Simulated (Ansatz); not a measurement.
A run for Ansatz (an electronic-structure program): R-r2SCAN/def2-TZVPP on H6Mo (SMILES [MoH6]). Elements past Kr take the def2 small-core potentials; no spin–orbit coupling.

Ansatz 0.2 input:
```yaml
crystal:
  periodic: [false, false, false]
  atoms:
    - {symbol: Mo, position_ang: [-0.00000234, -0.00000000, 0.00000000]}
    - {symbol: H, position_ang: [1.33973039, 0.00000000, 1.06843576]}
    - {symbol: H, position_ang: [-0.66986461, 1.16022867, 1.06845958]}
    - {symbol: H, position_ang: [-0.66986461, -1.16022867, 1.06845958]}
    - {symbol: H, position_ang: [1.33973039, 0.00000000, -1.06843576]}
    - {symbol: H, position_ang: [-0.66986461, 1.16022867, -1.06845958]}
    - {symbol: H, position_ang: [-0.66986461, -1.16022867, -1.06845958]}
basis:
  gaussian:
    orbitals: def2-TZVPP
hamiltonian:
  xc: {name: r2SCAN}
scf: {lower_state_search: off}
```

The log:

```
WARN ansatz: RAYON_NUM_THREADS=4 ignored (pool sized by the plan → 4); use --threads N
Functional definition: r2SCAN
these checks for a lower state are left out or cut short: stability, starts, cluster_reference, orbital_swaps, neighbouring_geometries, increment
integrals: 0.04 GiB planned
653 factors; their error is unknown
mean field: 0.43 GiB planned
mean field evaluation 1: about -1949.2019 eV, gradient 1.0e1 eV
mean field evaluation 2: about -1949.5410 eV, gradient 2.7e0 eV
mean field evaluation 4: about -1949.5646 eV, gradient 2.1e-1 eV
mean field evaluation 8: about -1949.5571 eV, gradient 2.0e-1 eV
mean field evaluation 16: about -1949.5572 eV, gradient 2.1e-6 eV
mean field -1949.55716597 eV, -71.6449043922 hartree, gradient 2.0e-6 eV, S^2 0.000000; 0 other end points of the search recorded, 0 dependent functions left out
reference -1949.55718310 eV, -71.6449050218 hartree; 10, 10 occupied and 130, 130 virtual orbitals, 653 factors
Total energy: -1949.55718310 eV, -71.6449050218 hartree
Checks for a lower state left out: stability, starts, cluster_reference, orbital_swaps, neighbouring_geometries, increment
```

The calculation finished and met its thresholds.

Cost: roughly 2.9 core-seconds.
